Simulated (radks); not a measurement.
Task: Mn4+, 21 electrons, occupied as [Ar] 3d3 (the NIST ground configuration). Calculated with a radial shooting solver on a logarithmic mesh with Libxc functionals: scalar-relativistic Kohn-Sham, MS2 meta-GGA, spin-polarised, spherical densities, finite nucleus; open shells are filled with parallel spins first; meta-GGA in the generalised Kohn-Sham scheme; Fermi nuclear charge, rms radius 3.7057 fm. Some entries of the table are withheld. Estimate them.

| orbital | occ. | eigenvalue (eV) | <1/r> (bohr^-1) | <r> (bohr) |
|---|---|---|---|---|
| 1s up | 1 | -6503.024 | 24.94 | 0.06085 |
| 1s down | 1 | -6503.002 | 24.94 | 0.06085 |
| 2s up | 1 | -811.4471 | 5.320 | 0.2786 |
| 2s down | 1 | -810.1012 | 5.331 | 0.2780 |
| 2p up | 3 | -693.3272 | 5.196 | 0.2473 |
| 2p down | 3 | -692.0522 | 5.205 | 0.2467 |
| 3s up | 1 | -146.9546 | 1.695 | 0.8302 |
| 3s down | 1 | -142.8358 | 1.684 | 0.8341 |
| 3p up | 3 | -113.5351 | 1.571 | 0.8685 |
| 3p down | 3 | -109.1621 | 1.560 | 0.8742 |
| 3d up | 3 | (1) | 1.312 | 0.9624 |
| 3d down | 0 | (2) | 1.293 | 0.9833 |

Result: 
(1) 3d up eigenvalue (eV): -62.0262
(2) 3d down eigenvalue (eV): -57.2062
